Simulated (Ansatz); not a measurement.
The first iterations of a band of H$_{2}$O$_{2}$SSe (6 atoms, charge 0, multiplicity 1).

Theory: RKS PBE0-D4/def2-SVP (Ansatz 0.2.0).

```
movable images  : 7
climbing image  : yes
spring          : 5.0 eV/Å²
optimiser       : quadratic models (default)
start path      : through a guess of the saddle point
force threshold : 0.03 eV/Å
iteration limit : 33
end points      : relaxed
```

First end point:

```xyz
6
Properties=species:S:1:pos:R:3
O -0.319 1.889 -0.289
Se 0.984 0.750 -0.708
O 0.913 -0.377 0.716
S -0.427 -1.385 0.858
H -1.146 1.508 -0.617
H -0.004 -2.384 0.041
```

Last end point:

```xyz
6
Properties=species:S:1:pos:R:3
O -0.708 1.624 -0.762
Se 0.786 0.653 -0.784
O 0.558 -0.349 0.710
S -0.492 -1.672 0.659
H -0.573 2.352 -0.140
H 0.429 -2.608 0.317
```

| iteration | highest image above the first end (eV) | largest band force component (eV/Å) |
| --- | --- | --- |
| 1 | 1.919 | 19.672 |
| 2 | 0.372 | 1.097 |

**Question.** Does the band converge within its limit, and where does its top end?

**Answer.** The forces met the threshold. It ended after 7 iterations with the highest image 0.344 eV above the first end. A vibrational analysis at the climbing image gives one clearly imaginary mode, 553i cm⁻¹: a first-order saddle point.

Time of the run: 7.1 min on 1 thread of Intel(R) Xeon(R) Processor @ 2.50GHz (Skylake/Cascade Lake), on a shared host, peak memory 0.2 GiB.
